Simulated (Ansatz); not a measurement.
One change: `C=C[Si](O)(O)O` becomes `O[Si](O)(O)[O][AlH2]`.

Ansatz, PBE0-D4/def2-TZVP geometries, multiplicity 1. Each molecule was computed in one conformer, which needn't be the lowest.

```tsv
property	`C=C[Si](O)(O)O`
HOMO energy (PBE0/def2-TZVPP) / eV	-8.07
HOMO energy (PBE/def2-TZVPP) / eV	-6.87
HOMO–LUMO gap (ωB97M-V/def2-TZVPP) / eV	12.01
ideal-gas entropy at 298 K and 1 bar (rigid rotor, harmonic PBE0-D4/def2-TZVP) / J/(mol·K)	368
LUMO energy (PBE0/def2-TZVPP) / eV	-0.46
LUMO energy (PBE/def2-TZVPP) / eV	-1.47
```

Problem. Give the same properties after the change, and the shifts. (Estimate.)

Solution. Computed: 
```csv
property,`O[Si](O)(O)[O][AlH2]`,shift
HOMO energy (PBE0/def2-TZVPP) / eV,-8.30,-0.23
HOMO energy (PBE/def2-TZVPP) / eV,-6.90,-0.03
HOMO–LUMO gap (ωB97M-V/def2-TZVPP) / eV,11.05,-0.96
"ideal-gas entropy at 298 K and 1 bar (rigid rotor, harmonic PBE0-D4/def2-TZVP) / J/(mol·K)",407,39
LUMO energy (PBE0/def2-TZVPP) / eV,-1.08,-0.62
LUMO energy (PBE/def2-TZVPP) / eV,-1.85,-0.38
```

With PBE0 the HOMO falls by 0.23 eV and the LUMO falls by 0.62 eV, so the gap narrows by about 0.39 eV. PBE moves the HOMO by -0.03 eV and ωB97M-V by -0.19 eV. The zero-point energy changes by -63.2 kJ/mol with -3 modes. Modes under 60 cm⁻¹, often nearly free rotors, make the harmonic entropy too high.
